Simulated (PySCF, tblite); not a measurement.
C5H13OPSi.
Atom-mapped SMILES: `[CH3:1][SiH2:2][P:3]1[CH2:4][CH2:5][O:6][CH2:7][CH2:8]1` (hydrogens: H9, H10, H11 on C1; H12, H13 on Si2; H14, H15 on C4; H16, H17 on C5; H18, H19 on C7; H20, H21 on C8)

Cartesian coordinates in Å at the GFN2-xTB level; atoms count from 1:
```xyz
21
C5H13OPSi angstrom
C      3.2150    0.9149    0.5892
Si     2.1006   -0.5702    0.1949
P      0.0247   -0.0892    0.9118
C     -0.8910   -1.5209    0.1451
C     -2.3643   -1.1425   -0.0126
O     -2.5691   -0.0887   -0.9219
C     -2.0298    1.1353   -0.4852
C     -0.5029    1.1242   -0.4055
H      4.2397    0.7205    0.2904
H      2.8823    1.8113    0.0733
H      3.2135    1.1278    1.6541
H      2.1715   -0.8595   -1.2489
H      2.5381   -1.7661    0.9251
H     -0.4719   -1.7702   -0.8330
H     -0.8017   -2.3890    0.8010
H     -2.7821   -0.8737    0.9718
H     -2.9321   -1.9848   -0.4188
H     -2.4469    1.3974    0.5011
H     -2.3673    1.8744   -1.2179
H     -0.0911    0.8465   -1.3792
H     -0.1440    2.1195   -0.1354
```

Method used: PBE0/pcSseg-1 in PySCF (dipole) on a GFN2-xTB geometry, gas phase.

Masses are those of the commonest isotopes; rigid-rotor values at the optimised geometry. The values belong to one conformer with, in the numbering `[CH3:1][SiH2:2][P:3]1[CH2:4][CH2:5][O:6][CH2:7][CH2:8]1`, C1–Si2–P3–C4 170°, Si2–P3–C4–C5 -157°, P3–C4–C5–O6 65°, C4–C5–O6–C7 -66°, C5–O6–C7–C8 66°.

Q: Give the principal moments of inertia and the rotational constants in MHz.

A: Ia = 166.61, Ib = 615.71, Ic = 704.84 u·Å²; 505379 MHz·u·Å²/I gives A = 3033, B = 820.8, C = 717.0 MHz.

Q: What kind of rotor is it?

A: A near-prolate asymmetric top. Ray's parameter κ = (2B − A − C)/(A − C) = -0.910; −1 is the prolate and +1 the oblate limit.

Q: Is it planar, by Δ = Ic − Ia − Ib?

A: Not planar: Δ = Ic − Ia − Ib = -77.48 u·Å². For a rigid frame Δ = −2 Σ m c², so Σ m c² = 38.74 u·Å² lies off the ab plane: 11.14 from hydrogen and 27.60 from heavier atoms. The atom farthest from that plane is 1.87 Å away.

Q: Give the other two planar moments, Paa and Pbb, and the rms extents of the mass along the axes.

A: Paa = Σ m a² = (Ib + Ic − Ia)/2 = 576.97 and Pbb = Σ m b² = (Ia + Ic − Ib)/2 = 127.87 u·Å². With the mass M = 148.05 u, the rms extents √(P/M) along a, b and c are 1.97, 0.93, 0.51 Å.

Q: Where do the levels up to J = 5 lie, in cm⁻¹?

A: Above 0(0,0):
J = 1: 1(0,1) 0.0513, 1(1,1) 0.1251, 1(1,0) 0.1286
J = 2: 2(0,2) 0.1538, 2(1,2) 0.2242, 2(1,1) 0.2346, 2(2,1) 0.4560, 2(2,0) 0.4561
J = 3: 3(0,3) 0.3072, 3(1,3) 0.3728, 3(1,2) 0.3936, 3(2,2) 0.6099, 3(2,1) 0.6105, 3(3,1) 0.9876, 3(3,0) 0.9876
J = 4: 4(0,4) 0.5112, 4(1,4) 0.5709, 4(1,3) 0.6055, 4(2,3) 0.8150, 4(2,2) 0.8168, 4(3,2) 1.1930, 4(3,1) 1.1931, 4(4,1) 1.7215, 4(4,0) 1.7215
J = 5: 5(0,5) 0.7653, 5(1,5) 0.8182, 5(1,4) 0.8701, 5(2,4) 1.0712, 5(2,3) 1.0753, 5(3,3) 1.4499, 5(3,2) 1.4500, 5(4,2) 1.9783, 5(4,1) 1.9783, 5(5,1) 2.6578, 5(5,0) 2.6578
The levels of one J sum to (2J + 1)J(J + 1)(A + B + C)/3.

Q: Which lines would a microwave search look for?

A: The dipole components are |μa| = 0.84 D, |μb| = 0.31 D, |μc| = 0.11 D. The squared components, which scale the intensities, stand as 1.00 : 0.14 : 0.02 (a : b : c). Some lines, for components of 0.1 D or more:

```json
{"type": "b", "branch": "R", "J(Ka,Kc)": "2(0,2) ← 1(1,1)", "MHz": "860", "lower level (cm⁻¹)": "0.125"}
{"type": "a", "branch": "R", "J(Ka,Kc)": "1(0,1) ← 0(0,0)", "MHz": "1538", "lower level (cm⁻¹)": "0.000"}
{"type": "c", "branch": "Q", "J(Ka,Kc)": "2(1,2) ← 2(0,2)", "MHz": "2112", "lower level (cm⁻¹)": "0.154"}
{"type": "c", "branch": "Q", "J(Ka,Kc)": "1(1,1) ← 1(0,1)", "MHz": "2212", "lower level (cm⁻¹)": "0.051"}
{"type": "b", "branch": "Q", "J(Ka,Kc)": "1(1,0) ← 1(0,1)", "MHz": "2316", "lower level (cm⁻¹)": "0.051"}
{"type": "b", "branch": "Q", "J(Ka,Kc)": "2(1,1) ← 2(0,2)", "MHz": "2424", "lower level (cm⁻¹)": "0.154"}
{"type": "a", "branch": "R", "J(Ka,Kc)": "2(1,2) ← 1(1,1)", "MHz": "2972", "lower level (cm⁻¹)": "0.125"}
{"type": "a", "branch": "R", "J(Ka,Kc)": "2(0,2) ← 1(0,1)", "MHz": "3072", "lower level (cm⁻¹)": "0.051"}
{"type": "a", "branch": "R", "J(Ka,Kc)": "2(1,1) ← 1(1,0)", "MHz": "3179", "lower level (cm⁻¹)": "0.129"}
{"type": "c", "branch": "R", "J(Ka,Kc)": "1(1,0) ← 0(0,0)", "MHz": "3854", "lower level (cm⁻¹)": "0.000"}
{"type": "b", "branch": "R", "J(Ka,Kc)": "2(1,2) ← 1(0,1)", "MHz": "5184", "lower level (cm⁻¹)": "0.051"}
{"type": "b", "branch": "Q", "J(Ka,Kc)": "2(2,0) ← 2(1,1)", "MHz": "6641", "lower level (cm⁻¹)": "0.235"}
{"type": "b", "branch": "Q", "J(Ka,Kc)": "2(2,1) ← 2(1,2)", "MHz": "6949", "lower level (cm⁻¹)": "0.224"}
{"type": "b", "branch": "R", "J(Ka,Kc)": "2(2,1) ← 1(1,0)", "MHz": "9817", "lower level (cm⁻¹)": "0.129"}
{"type": "c", "branch": "R", "J(Ka,Kc)": "2(2,0) ← 1(1,0)", "MHz": "9820", "lower level (cm⁻¹)": "0.129"}
{"type": "c", "branch": "R", "J(Ka,Kc)": "2(2,1) ← 1(1,1)", "MHz": "9921", "lower level (cm⁻¹)": "0.125"}
```

Q: Estimate the classical rotational partition function at 10 K, 25 K and 100 K.

A: Point group C1, symmetry number σ = 1; q = (√π/σ)·√((kT/h)³/(ABC)), k/h = 20836.6 MHz/K: 3990 at 10 K, 15800 at 25 K, 126000 at 100 K.

Its GFN2-xTB frequencies are all real (lowest 31 cm⁻¹). Zero-point vibration and centrifugal distortion are left out. A rigid rotor knows nothing of internal rotation, which can split or shift real lines.
